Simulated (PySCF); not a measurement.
CH5FO2Si2. Atoms are numbered in the order given.

```xyz
11

O      1.3053     1.0704     1.2120
C      1.7864     0.9685     0.1150
O      1.2056     0.3606    -0.9268
Si    -0.2942    -0.4676    -0.8335
F      0.0749    -2.0236    -0.5347
Si    -1.6707     0.3535     0.8760
H      2.7773     1.3795    -0.1696
H     -0.8037    -0.3840    -2.2221
H     -3.0701    -0.0829     0.5805
H     -1.6259     1.8416     0.8687
H     -1.2495    -0.2046     2.1862
```
Charge 0, spin multiplicity 1.

Coordinates come from a B3LYP-D3(BJ)/def2-SVP optimisation. The structure was generated by enumeration; whether it is a known compound was not checked. Other conformers were not sampled.

Calculation: B3LYP-D3(BJ)/def2-SVP (PySCF 2.14.0).

Frequencies are harmonic and unscaled.

**Question.** Estimate the vibrational spectrum. (An estimate is asked for; the answer gives what the named calculation found.)

**Answer.** 
```json
[
 {"mode": "1", "ν (cm⁻¹)": "38", "IR (km/mol)": "2.3", "Raman (Å⁴/amu)": "0.3", "depolarisation": "0.71", "moving atoms (share of kinetic energy)": "O 63 %, F 24 %"},
 {"mode": "2", "ν (cm⁻¹)": "119", "IR (km/mol)": "1.4", "Raman (Å⁴/amu)": "0.5", "depolarisation": "0.60", "moving atoms (share of kinetic energy)": "Si 39 %, O 33 %, H 13 %, C 10 %"},
 {"mode": "3", "ν (cm⁻¹)": "158", "IR (km/mol)": "4.4", "Raman (Å⁴/amu)": "0.7", "depolarisation": "0.72", "moving atoms (share of kinetic energy)": "F 32 %, O 28 %, Si 20 %, H 15 %"},
 {"mode": "4", "ν (cm⁻¹)": "175", "IR (km/mol)": "5.9", "Raman (Å⁴/amu)": "2.9", "depolarisation": "0.74", "moving atoms (share of kinetic energy)": "H 47 %, F 23 %, C 18 %"},
 {"mode": "5", "ν (cm⁻¹)": "207", "IR (km/mol)": "3.5", "Raman (Å⁴/amu)": "1.8", "depolarisation": "0.66", "moving atoms (share of kinetic energy)": "H 67 %, F 14 %, O 8 %"},
 {"mode": "6", "ν (cm⁻¹)": "239", "IR (km/mol)": "17.5", "Raman (Å⁴/amu)": "1.2", "depolarisation": "0.69", "moving atoms (share of kinetic energy)": "O 41 %, Si 36 %, H 14 %"},
 {"mode": "7", "ν (cm⁻¹)": "341", "IR (km/mol)": "44.5", "Raman (Å⁴/amu)": "1.1", "depolarisation": "0.42", "moving atoms (share of kinetic energy)": "O 43 %, Si 21 %, F 18 %, H 15 %"},
 {"mode": "8", "ν (cm⁻¹)": "419", "IR (km/mol)": "1.3", "Raman (Å⁴/amu)": "15.8", "depolarisation": "0.19", "moving atoms (share of kinetic energy)": "Si 64 %, H 22 %"},
 {"mode": "9", "ν (cm⁻¹)": "523", "IR (km/mol)": "19.1", "Raman (Å⁴/amu)": "10.7", "depolarisation": "0.71", "moving atoms (share of kinetic energy)": "H 83 %, Si 14 %"},
 {"mode": "10", "ν (cm⁻¹)": "544", "IR (km/mol)": "17.2", "Raman (Å⁴/amu)": "9.9", "depolarisation": "0.71", "moving atoms (share of kinetic energy)": "H 71 %, Si 26 %"},
 {"mode": "11", "ν (cm⁻¹)": "708", "IR (km/mol)": "73.4", "Raman (Å⁴/amu)": "10.4", "depolarisation": "0.39", "moving atoms (share of kinetic energy)": "O 41 %, Si 36 %, H 13 %, C 9 %"},
 {"mode": "12", "ν (cm⁻¹)": "742", "IR (km/mol)": "17.5", "Raman (Å⁴/amu)": "2.5", "depolarisation": "0.66", "moving atoms (share of kinetic energy)": "O 44 %, H 32 %, C 14 %, Si 9 %"},
 {"mode": "13", "ν (cm⁻¹)": "818", "IR (km/mol)": "317.2", "Raman (Å⁴/amu)": "4.2", "depolarisation": "0.59", "moving atoms (share of kinetic energy)": "H 64 %, O 19 %, C 9 %"},
 {"mode": "14", "ν (cm⁻¹)": "835", "IR (km/mol)": "24.8", "Raman (Å⁴/amu)": "10.5", "depolarisation": "0.72", "moving atoms (share of kinetic energy)": "H 76 %, F 18 %"},
 {"mode": "15", "ν (cm⁻¹)": "887", "IR (km/mol)": "130.8", "Raman (Å⁴/amu)": "6.6", "depolarisation": "0.68", "moving atoms (share of kinetic energy)": "H 60 %, Si 21 %, F 13 %"},
 {"mode": "16", "ν (cm⁻¹)": "913", "IR (km/mol)": "48.3", "Raman (Å⁴/amu)": "10.9", "depolarisation": "0.69", "moving atoms (share of kinetic energy)": "H 50 %, Si 28 %, F 22 %"},
 {"mode": "17", "ν (cm⁻¹)": "933", "IR (km/mol)": "75.9", "Raman (Å⁴/amu)": "16.0", "depolarisation": "0.70", "moving atoms (share of kinetic energy)": "H 86 %, Si 9 %"},
 {"mode": "18", "ν (cm⁻¹)": "955", "IR (km/mol)": "78.3", "Raman (Å⁴/amu)": "26.6", "depolarisation": "0.75", "moving atoms (share of kinetic energy)": "H 94 %"},
 {"mode": "19", "ν (cm⁻¹)": "1051", "IR (km/mol)": "0.3", "Raman (Å⁴/amu)": "3.4", "depolarisation": "0.75", "moving atoms (share of kinetic energy)": "H 56 %, C 38 %"},
 {"mode": "20", "ν (cm⁻¹)": "1230", "IR (km/mol)": "404.3", "Raman (Å⁴/amu)": "2.5", "depolarisation": "0.75", "moving atoms (share of kinetic energy)": "O 49 %, C 45 %"},
 {"mode": "21", "ν (cm⁻¹)": "1397", "IR (km/mol)": "2.8", "Raman (Å⁴/amu)": "7.9", "depolarisation": "0.69", "moving atoms (share of kinetic energy)": "H 88 %"},
 {"mode": "22", "ν (cm⁻¹)": "1823", "IR (km/mol)": "249.5", "Raman (Å⁴/amu)": "4.3", "depolarisation": "0.12", "moving atoms (share of kinetic energy)": "C 59 %, O 39 %"},
 {"mode": "23", "ν (cm⁻¹)": "2202", "IR (km/mol)": "98.7", "Raman (Å⁴/amu)": "192.7", "depolarisation": "0.25", "moving atoms (share of kinetic energy)": "H 97 %"},
 {"mode": "24", "ν (cm⁻¹)": "2236", "IR (km/mol)": "62.8", "Raman (Å⁴/amu)": "131.9", "depolarisation": "0.22", "moving atoms (share of kinetic energy)": "H 97 %"},
 {"mode": "25", "ν (cm⁻¹)": "2260", "IR (km/mol)": "44.8", "Raman (Å⁴/amu)": "141.4", "depolarisation": "0.40", "moving atoms (share of kinetic energy)": "H 96 %"},
 {"mode": "26", "ν (cm⁻¹)": "2273", "IR (km/mol)": "136.4", "Raman (Å⁴/amu)": "164.8", "depolarisation": "0.18", "moving atoms (share of kinetic energy)": "H 97 %"},
 {"mode": "27", "ν (cm⁻¹)": "3045", "IR (km/mol)": "73.1", "Raman (Å⁴/amu)": "221.0", "depolarisation": "0.29", "moving atoms (share of kinetic energy)": "H 92 %, C 8 %"}
]
```
